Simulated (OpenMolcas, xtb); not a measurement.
C2H5GeN (SMILES C1=[N][GeH2][CH2]1): methods side by side

C2H5GeN: 9 atoms, total charge 0, spin state singlet. As SMILES, `C1=[N][GeH2][CH2]1`. Geometry: relaxed at PBE0-D4/def2-TZVP.

Each level gives the dipole moment (D). The values are calculated.

```json
{"level": "GFN0-xTB", "kind": "semi-empirical", "program": "xtb", "value (D)": "4.25"}
{"level": "HF/def2-SVP", "kind": "Hartree–Fock", "program": "OpenMolcas", "value (D)": "2.71"}
{"level": "SVWN5/def2-SVP", "kind": "LDA", "program": "OpenMolcas", "value (D)": "2.39"}
{"level": "PBE/def2-SVP", "kind": "GGA", "program": "OpenMolcas", "value (D)": "2.31"}
{"level": "revPBE/def2-SVP", "kind": "GGA", "program": "OpenMolcas", "value (D)": "2.29"}
{"level": "M06-L/def2-SVP", "kind": "meta-GGA", "program": "OpenMolcas", "value (D)": "2.44"}
{"level": "BHLYP/def2-SVP", "kind": "global hybrid", "program": "OpenMolcas", "value (D)": "2.53"}
```

All-electron rows without a relativistic Hamiltonian named are non-relativistic. The values span 2.29 to 4.25 D. Magnitudes only.
